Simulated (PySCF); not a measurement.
## Zinc: a sound run and one with changed settings

Sound run: Zn [Ar] 3d10 4s2, Zn⁺ [Ar] 3d10 4s1. Computed with PySCF 2.14 in 6-31G*, with no relativity, point nucleus. In the sound run the correlated levels freeze [Ar]. The sound run starts from symmetry-adapted Hartree-Fock orbitals and uses a fine grid where one is needed.

Changed run: the spin-free X2C one-electron Hamiltonian (Gaussian nucleus). This setting is unsound on purpose.

```tsv
species	method	sound run (hartree)	changed run (hartree)	converged
Zn	UHF	-1777.48110	-1790.64923	yes
Zn	M06-2X	-1779.03109	-1792.19922	yes
Zn	r2SCAN	-1778.99923	-1792.16673	yes
Zn	MP2	-1777.72777	-1790.89588	yes
Zn	CCSD(T)	-1777.72146	-1790.88961	yes
Zn⁺	UHF	-1777.20913	-1790.37328	yes
Zn⁺	M06-2X	-1778.70217	-1791.86555	yes
Zn⁺	r2SCAN	-1778.68398	-1791.84703	yes
Zn⁺	MP2	-1777.42528	-1790.58920	yes
Zn⁺	CCSD(T)	-1777.40969	-1790.57373	yes
```

Ionisation energy of Zn:

```csv
method,sound run (eV),changed run (eV)
UHF,7.401,7.509
M06-2X,8.951,9.080
r2SCAN,8.578,8.699
MP2,8.231,8.345
SCS-MP2,8.291,8.405
CCSD,8.445,8.557
CCSD(T),8.484,8.595
```

Most of the change in total energy is the relativistic energy itself. On top of that the contraction fixes the core shape for the Hamiltonian it was made with, so the changed run is not a good calculation with the other Hamiltonian either.

For comparison, NIST gives 9.394 eV between the lowest levels.
